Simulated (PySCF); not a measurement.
MCl cations for M along group 14

PBE0 with double-zeta basis sets in PySCF, for the lowest determinant that a PBE0 search found; no spin–orbit coupling. De refers to high-spin ground-configuration atoms (the charge goes to the atom of lower measured ionisation energy or higher electron affinity, which is not always the lowest computed limit). A positive dipole points towards Cl; it is taken about the centre of mass and depends on that origin.

```
 M                basis  charged atom  state (unpaired electrons)  Re (Å)  ωe (cm⁻¹)  De (eV)  μ (D)
 C  cc-pVDZ/cc-pV(D+d)Z            C+      singlet (closed shell)   1.542       1224     6.74   0.04
Si             def2-SVP           Si+      singlet (closed shell)   1.974        670     5.09  -3.65
Ge             def2-SVP           Ge+      singlet (closed shell)   2.076        505     4.65  -2.21
Sn             def2-SVP           Sn+      singlet (closed shell)   2.295        428     4.14  -2.87
Pb             def2-SVP           Pb+      singlet (closed shell)   2.389        388      n/a  -2.90
```

**Question.** By what factor does the bond length vary along the series?

**Answer.** At PBE0 it runs from 1.542 Å (CCl⁺) to 2.295 Å (SnCl⁺), a factor of 1.49.

The rows differ in basis set, which adds steps of its own.

Down a group the atoms grow and get heavier, so bonds lengthen and wavenumbers fall; this series shows no clear exception.

These are scalar-relativistic numbers at best; spin–orbit coupling would shift them, the dissociation energy most. For an ion De counts to the pair picked by the measured ionisation energies or electron affinities, which need not be the lowest pair at this level.
